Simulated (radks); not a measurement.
The numbers below are computed, except where a source is named.
Problem. Species: Br I. Configuration: [Ar] 3d10 4s2 4p4 5p1 (not the ground configuration). Level of theory: Dirac Kohn-Sham, BLYP, spin-unpolarised, spherical densities, point nucleus; open shells are shared between the two j in proportion to 2j + 1 (a radial shooting solver on a logarithmic mesh with Libxc functionals). Some entries of the table are withheld. Estimate them.

orbital,occ.,eigenvalue (eV),<r^2> (bohr^2),<1/r> (bohr^-1)
1s1/2,2,-13323.80,0.002460,35.66
2s1/2,2,-1739.692,0.04230,7.955
2p1/2,2,(1),0.03251,7.924
2p3/2,4,(2),0.03396,7.664
3s1/2,2,(3),0.3500,2.606
3p1/2,2,-184.9134,0.3638,(4)
3p3/2,4,-178.0670,0.3776,(5)
3d3/2,4,-74.3030,0.4288,2.163
3d5/2,6,-73.2158,0.4347,2.147
4s1/2,2,-26.2130,3.047,0.8164
4p1/2,1.33333,-13.6787,(6),0.6776
4p3/2,2.66667,-13.1072,(7),0.6625
5s1/2,0,-2.6451,33.09,0.2382
5p1/2,0.333333,(8),65.89,0.1659
5p3/2,0.666667,(9),67.89,0.1632
4d3/2,0,-0.5960,59.34,0.2047
4d5/2,0,-0.5893,60.19,0.2027

Solution. 
(1) 2p1/2 eigenvalue (eV): -1567.610
(2) 2p3/2 eigenvalue (eV): -1520.069
(3) 3s1/2 eigenvalue (eV): -244.7172
(4) 3p1/2 <1/r> (bohr^-1): 2.488
(5) 3p3/2 <1/r> (bohr^-1): 2.426
(6) 4p1/2 <r^2> (bohr^2): 4.427
(7) 4p3/2 <r^2> (bohr^2): 4.610
(8) 5p1/2 eigenvalue (eV): -1.1609
(9) 5p3/2 eigenvalue (eV): -1.1299
